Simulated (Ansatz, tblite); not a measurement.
Spin states of the cluster Ir₂O₂⁺, each relaxed with PBE-D4/def2-TZVP in Ansatz. Electronic energies in the gas phase.

In the def2 sets Ir takes a core potential; there is no spin–orbit coupling. The xTB rows come from tblite. Correlated methods freeze 2 core orbitals; core or outer-core shells of Ir are correlated, in sets that lack core-valence functions. The structure comes from a short search, and lower isomers may exist.

Doublet geometry (Cs within 0.1 Å):

```xyz
4

Ir    1.654    0.207    0.650
Ir   -0.557    0.112   -0.063
O    -2.117    0.681   -0.020
O     1.020   -1.000   -0.567
```

Quartet geometry:

```
atom   x (Å)   y (Å)   z (Å)
 Ir1   1.616   0.894  -0.108
 Ir2  -0.566  -0.038  -0.059
  O3  -2.127   0.047   0.564
  O4   1.077  -0.902  -0.397
```

⟨S²⟩: doublet 1.32 at PBE0-D4/def2-TZVP (pure 0.75), quartet 3.81 at PBE0-D4/def2-TZVP (pure 3.75).

Run but left out: HF/def2-SVP, MP2/def2-SVP, CCSD/def2-SVP, CCSD(T)/def2-SVP (flagged by the program: other amplitudes); HF/def2-TZVP, r2SCAN-D4/def2-TZVP, B97M-V/def2-TZVP, PBE0-D4/def2-TZVP, LC-ωPBE/def2-TZVP, ωB97X-V/def2-TZVP, B2PLYP/def2-TZVP, MP2/def2-TZVP (doublet: ⟨S²⟩ 1.21 to 2.71, where a pure state has 0.75).

Only these spin states were relaxed. Higher spins weren't run and may lie lower.

```
   level  quartet − doublet (kJ/mol)  lowest of these
GFN1-xTB                       123.6          doublet
GFN2-xTB                       109.3          doublet
```

Q: Estimate the rows for PBE-D4/def2-TZVP, RPA@PBE/def2-TZVP.

A: 
```json
{"level": "PBE-D4/def2-TZVP", "quartet − doublet (kJ/mol)": "2.4", "lowest of these": "doublet", "remarks": "spin-contaminated (⟨S²⟩ 1.01) (doublet)"}
{"level": "RPA@PBE/def2-TZVP", "quartet − doublet (kJ/mol)": "-8.5", "lowest of these": "quartet", "remarks": "spin-contaminated (⟨S²⟩ 1.01) (doublet)"}
```

The xTB methods have no term that favours high spin, so they put low spin too low.
